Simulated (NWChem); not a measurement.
System: CH4F2SSi; SMILES [SiH](SC)(F)F

Here is an NWChem input.

```
start job
memory heap 200 mb stack 900 mb global 1100 mb
geometry units angstroms noautosym nocenter noautoz
  Si     0.061213    -0.761334     0.309988
  F      1.448676    -1.093412    -0.445916
  F     -0.993511    -1.917604    -0.063482
  S     -0.744668     1.059096    -0.378749
  C      0.654105     2.141610     0.086493
  H      0.353927    -0.806904     1.758979
  H      0.371964     3.155849    -0.224205
  H      0.822182     2.142512     1.172771
  H      1.572435     1.849736    -0.440013
end
basis spherical
  * library 6-31g*
end
dft
  xc m06-2x
  iterations 150
end
cosmo
  do_cosmo_smd true
  solvent dcm
end
task dft energy
```

Output (shortened):

```
             Northwest Computational Chemistry Package (NWChem) 7.3.0
             --------------------------------------------------------

                             Geometry "geometry" -> ""
                             -------------------------

 Output coordinates in angstroms (scale by  1.889725989 to convert to a.u.)

  No.       Tag          Charge          X              Y              Z
 ---- ---------------- ---------- -------------- -------------- --------------
    1 Si                  14.0000     0.06121300    -0.76133400     0.30998800
    2 F                    9.0000     1.44867600    -1.09341200    -0.44591600
    3 F                    9.0000    -0.99351100    -1.91760400    -0.06348200
    4 S                   16.0000    -0.74466800     1.05909600    -0.37874900
    5 C                    6.0000     0.65410500     2.14161000     0.08649300
    6 H                    1.0000     0.35392700    -0.80690400     1.75897900
    7 H                    1.0000     0.37196400     3.15584900    -0.22420500
    8 H                    1.0000     0.82218200     2.14251200     1.17277100
    9 H                    1.0000     1.57243500     1.84973600    -0.44001300

 Effective nuclear repulsion energy (a.u.)     309.9335996999

                                 NWChem DFT Module
                                 -----------------

 Summary of "ao basis" -> "ao basis" (spherical)
 ------------------------------------------------------------------------------
       Tag                 Description            Shells   Functions and Types
 ---------------- ------------------------------  ------  ---------------------
 Si                          6-31g*                  8       18   4s3p1d
 F                           6-31g*                  6       14   3s2p1d
 S                           6-31g*                  8       18   4s3p1d
 C                           6-31g*                  6       14   3s2p1d
 H                           6-31g*                  2        2   2s

 in cosmo_initialize ...
 calling solv_data for solv:dcm

 solvent parameters
 solvname_short: dcm
 solvname_long:  dichloromethane
 dielec:        8.9300
 dielecinf:     2.0283
 nonaqueous SMD model solvent descriptors
 dielec:        8.9300
 sola:          0.1000
 solb:          0.0500
 solc:          0.0000
 solg:         39.1500
 solh:          0.6670
 soln:          1.4242

[...]

                                COSMO-SMD solvation results
                                ---------------------------

             internal energy in gas <Psi(g)|H|Psi(g)> =      -927.853137824167
         internal energy in solvent <Psi(s)|H|Psi(s)> =      -927.852264344868
                               delta internal energy  =         0.000873479299 (    0.55 kcal/mol)
   total free energy in solvent <Psi(s)|H+V/2|Psi(s)> =      -927.859294128546
 polarization energy contribution <Psi(s)|V/2|Psi(s)> =        -0.007029783678 (   -4.41 kcal/mol)
    total free energy in solvent including G(SMD-CDS) =      -927.860463536134
                       G(SMD-CDS) energy contribution =        -0.001169407588 (   -0.73 kcal/mol)
     1 M fixed-concentration free energy of solvation =        -0.007325711967 (   -4.60 kcal/mol)

                       DFT Final Molecular Orbital Analysis
                       ------------------------------------

 Vector   27  Occ=2.000000D+00  E=-4.319969D-01
              MO Center= -1.4D-01,  9.7D-01, -1.1D-02, r^2= 3.3D+00
   Bfn.  Coefficient  Atom+Function         Bfn.  Coefficient  Atom+Function
  ----- ------------  ---------------      ----- ------------  ---------------
    54      0.343629  4 S  py                53      0.317495  4 S  px
    68     -0.233315  5 C  py                67     -0.227444  5 C  px
    56     -0.185469  4 S  s                 72     -0.152032  5 C  py
     9      0.143418  1 Si pz                80      0.141406  6 H  s
    50     -0.132347  4 S  py                71     -0.129067  5 C  px

 Vector   28  Occ=2.000000D+00  E=-3.709911D-01
              MO Center= -4.1D-01,  8.0D-01, -9.2D-02, r^2= 3.2D+00
   Bfn.  Coefficient  Atom+Function         Bfn.  Coefficient  Atom+Function
  ----- ------------  ---------------      ----- ------------  ---------------
    53      0.399649  4 S  px                54     -0.304576  4 S  py
     8      0.217557  1 Si py                57      0.198807  4 S  px
    55      0.197807  4 S  pz                80     -0.187354  6 H  s
     9     -0.178123  1 Si pz                52     -0.168701  4 S  s
    49     -0.152487  4 S  px                67     -0.146315  5 C  px

 Vector   29  Occ=2.000000D+00  E=-3.139687D-01
              MO Center= -5.4D-01,  1.0D+00, -2.7D-01, r^2= 2.2D+00
   Bfn.  Coefficient  Atom+Function         Bfn.  Coefficient  Atom+Function
  ----- ------------  ---------------      ----- ------------  ---------------
    55      0.596201  4 S  pz                59      0.373215  4 S  pz
    53     -0.260108  4 S  px                51     -0.223919  4 S  pz
    57     -0.162550  4 S  px                84     -0.123828  8 H  s
    69     -0.117396  5 C  pz                80     -0.115015  6 H  s
    86      0.113833  9 H  s                 49      0.097463  4 S  px

 Vector   30  Occ=0.000000D+00  E= 4.235713D-02
              MO Center= -1.1D-01,  4.8D-01,  9.3D-02, r^2= 4.6D+00
   Bfn.  Coefficient  Atom+Function         Bfn.  Coefficient  Atom+Function
  ----- ------------  ---------------      ----- ------------  ---------------
    70      0.920737  5 C  s                 58     -0.611291  4 S  py
    12     -0.472014  1 Si py                11     -0.396899  1 Si px
    71     -0.346837  5 C  px                82     -0.330392  7 H  s
     8     -0.296630  1 Si py                38     -0.282071  3 F  s
    57     -0.208312  4 S  px                10     -0.202912  1 Si s

[...]
```

Level: M06-2X/6-31G* (spherical d), SMD on the gas-phase geometry. Geometry: optimised at PBE0/def2-SVP. Solvent: dichloromethane.
